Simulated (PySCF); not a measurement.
A GIAO shielding run with PySCF 2.14.0 with density-fitted response routines (density fitting, non-relativistic, gas phase) on `COC(=O)c1pcpcp1`, C$_{5}$H$_{5}$O$_{2}$P$_{3}$:

```
$ OMP_NUM_THREADS=1 python probes_run.py task.json out

{"job": {"kind": "nmr", "xc": "PBE0", "basis": "pcSseg-1"}, "charge": 0, "multiplicity": 1}
C     -3.199111    -0.020265    -0.305203
O     -1.810765     0.266595    -0.296137
C     -0.982535    -0.665312     0.199709
O     -1.334763    -1.730637     0.650331
C      0.411081    -0.227441     0.136890
P      0.611531     1.353519    -0.570527
C      2.319344     1.624412    -0.516140
P      3.687404     0.722098     0.045748
C      3.045230    -0.766340     0.655244
P      1.463272    -1.452489     0.802069
H     -3.510447    -0.254776    -1.324817
H     -3.723122     0.866793     0.048124
H     -3.402334    -0.872266     0.346756
H      2.599708     2.590224    -0.931335
H      3.821093    -1.426125     1.037377
```

Hardware: 1 thread of an Arm Neoverse V2, shared host. The job also computes population analyses, field gradients, ring-centre shieldings.

(1) How large is the calculation?

(2) How long does it take, and how much memory does it need?

Results:

(1) 96 electrons, 216 basis functions and 1190 auxiliary functions.

(2) 45 s of wall time, with 16 SCF cycles and 5 response iterations; peak memory 0.97 GiB. Times on a shared host scatter by some tens of per cent.
